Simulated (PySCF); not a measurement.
```xyz
4
charge 0 multiplicity 3, angstrom
Al    1.1463    1.1463    0.0000
Al   -1.4500    1.4500    0.0000
Al   -1.1463   -1.1463    0.0000
Al    1.4500   -1.4500    0.0000
```

These are results of UPBE0 in PySCF with Al def2-TZVP; no relativity; density-fitted integrals, not measurements.

This geometry of Al4 is a stationary point at this level.

What is the point group?

D2h.

Is it a minimum?

Yes: all harmonic wavenumbers are real.

Which band is strongest in the infrared?

256 cm⁻¹ (b2u), 3 km/mol.

What are the dipole moment and the gap between the highest occupied and lowest empty levels of either spin?

0.00 D and 1.56 eV.

Only a few start shapes were tried, so a lower isomer may exist. At this level a triplet minimum of D2h symmetry lies 3 kJ/mol below this structure.
